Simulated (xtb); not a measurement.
Br₃Pb (SMILES [Br][Pb-]([Br])[Br]), charge -1, singlet, geometry from GFN2-xTB (such geometries of metal compounds can be far from the true shape); GFN1-xTB (xtb).

xtb was given this input:
```
$ xtb mol.xyz --gfn 1 --chrg -1 --acc 0.1 --json

# file mol.xyz
4

Pb     0.00381371    -0.00015158     0.64375725
Br     0.60057734    -2.35520043    -0.50687391
Br     1.73497476     1.70048433    -0.51263926
Br    -2.34448708     0.65507125    -0.48871810
```

Output, abridged:

```
   ID    Z sym.   atoms
    1   82 Pb     1
    2   35 Br     2-4

           -------------------------------------------------
          |                Calculation Setup                |
           -------------------------------------------------

           -------------------------------------------------
          |                 G F N 1 - x T B                 |
           -------------------------------------------------

          ...................................................
          :                      SETUP                      :
          :.................................................:
          :  # basis functions                  34          :
          :  # atomic orbitals                  31          :
          :  # shells                           11          :
          :  # electrons                        26          :
          :  # halogen bonds                     0          :
          :  max. iterations                   250          :
          :  Hamiltonian                  GFN1-xTB          :
          :  restarted?                      false          :
          :  GBSA solvation                  false          :
          :  PC potential                    false          :
          :  electronic temp.          300.0000000     K    :
          :  accuracy                    0.1000000          :
          :  -> integral cutoff          0.3500000E+02      :
          :  -> integral neglect         0.1000000E-08      :
          :  -> SCF convergence          0.1000000E-06 Eh   :
          :  -> wf. convergence          0.2000000E-05 e    :
          :  Broyden damping             0.4000000          :
          :  net charge                         -1          :
          :  unpaired electrons                  0          :
          ...................................................

 iter      E             dE          RMSdq      gap      omega  full diag
   1    -13.3829211 -0.133829E+02  0.105E+01    3.17       0.0  T
   2    -13.5374928 -0.154572E+00  0.740E+00    5.17       1.0  T
   3    -13.5946221 -0.571293E-01  0.431E+00    4.90       1.0  T
   4    -13.4975328  0.970892E-01  0.766E+00    3.65       1.0  T
   5    -13.6194261 -0.121893E+00  0.605E-01    4.42       1.0  T
   6    -13.6126923  0.673382E-02  0.167E+00    4.29       1.0  T
   7    -13.6201977 -0.750541E-02  0.251E-02    4.49       2.0  T
   8    -13.6201150  0.827641E-04  0.172E-01    4.47       1.0  T
   9    -13.6201866 -0.716918E-04  0.658E-02    4.48       1.0  T
  10    -13.6201961 -0.943768E-05  0.279E-02    4.49       1.8  T
  11    -13.6201982 -0.210040E-05  0.202E-03    4.49      24.8  T
  12    -13.6201982 -0.109343E-07  0.136E-06    4.49   36812.0  T
  13    -13.6201982 -0.710543E-14  0.132E-08    4.49  100000.0  T

   *** convergence criteria satisfied after 13 iterations ***

         :::::::::::::::::::::::::::::::::::::::::::::::::::::
         ::                     SUMMARY                     ::
         :::::::::::::::::::::::::::::::::::::::::::::::::::::
         :: total energy             -13.614434382131 Eh    ::
         :: gradient norm              0.021672006706 Eh/a0 ::
         :: HOMO-LUMO gap              4.490948169110 eV    ::
         ::.................................................::
         :: SCC energy               -13.620198195870 Eh    ::
         :: -> electrostatic           0.174009546426 Eh    ::
         :: repulsion energy           0.008040794058 Eh    ::
         :: dispersion energy         -0.002276980318 Eh    ::
         :: halogen bond corr.         0.000000000000 Eh    ::
         :: add. restraining           0.000000000000 Eh    ::
         :: total charge              -1.000000000000 e     ::
         :::::::::::::::::::::::::::::::::::::::::::::::::::::

           -------------------------------------------------
          |                Property Printout                |
           -------------------------------------------------

    * Orbital Energies and Occupations

         #    Occupation            Energy/Eh            Energy/eV
      -------------------------------------------------------------
         1        2.0000           -0.4279580             -11.6453
         2        2.0000           -0.3983030             -10.8384
         3        2.0000           -0.3983030             -10.8384
         4        2.0000           -0.3814790             -10.3806
         5        2.0000           -0.1871989              -5.0939
         6        2.0000           -0.1871989              -5.0939
         7        2.0000           -0.1686245              -4.5885
         8        2.0000           -0.1500336              -4.0826
         9        2.0000           -0.1500336              -4.0826
        10        2.0000           -0.1479330              -4.0255
        11        2.0000           -0.1478225              -4.0225
        12        2.0000           -0.1478225              -4.0225
        13        2.0000           -0.1273511              -3.4654 (HOMO)
        14                          0.0376882               1.0255 (LUMO)
        15                          0.0852817               2.3206
        16                          0.0852817               2.3206
        17                          0.1981064               5.3907
        18                          0.1981064               5.3907
        19                          0.2006161               5.4590
        20                          0.2040628               5.5528
        21                          0.2040628               5.5528
        22                          0.2063823               5.6159
        23                          0.2071221               5.6361
        24                          0.2071221               5.6361
       ...                                ...                  ...
        31                          0.3892113              10.5910
      -------------------------------------------------------------
                  HL-Gap            0.1650393 Eh            4.4909 eV
             Fermi-level           -0.0448314 Eh           -1.2199 eV

  Mulliken/CM5 charges         n(s)   n(p)   n(d)
     1Pb    0.19214  0.20126   1.966  1.841  0.000
     2Br   -0.39738 -0.40042   1.962  5.440 -0.005
     3Br   -0.39738 -0.40042   1.962  5.440 -0.005
     4Br   -0.39738 -0.40042   1.962  5.440 -0.005

Wiberg/Mayer (AO) data.
largest (>0.10) Wiberg bond orders for each atom

 ---------------------------------------------------------------------------
     #   Z sym  total        # sym  WBO       # sym  WBO       # sym  WBO
 ---------------------------------------------------------------------------
     1  82 Pb   2.501 --     3 Br   0.834     4 Br   0.834     2 Br   0.834
     2  35 Br   0.913 --     1 Pb   0.834
     3  35 Br   0.913 --     1 Pb   0.834
     4  35 Br   0.913 --     1 Pb   0.834
 ---------------------------------------------------------------------------

Topologies differ in total number of bonds
Writing topology from bond orders to xtbtopo.mol

 dipole moment from electron density (au)
     X       Y       Z
   0.0102  -0.0004   1.7201  total (Debye):    4.372

           -------------------------------------------------
          | TOTAL ENERGY              -13.614434382131 Eh   |
          | GRADIENT NORM               0.021672006706 Eh/α |
          | HOMO-LUMO GAP               4.490948169110 eV   |
           -------------------------------------------------

normal termination of xtb
```
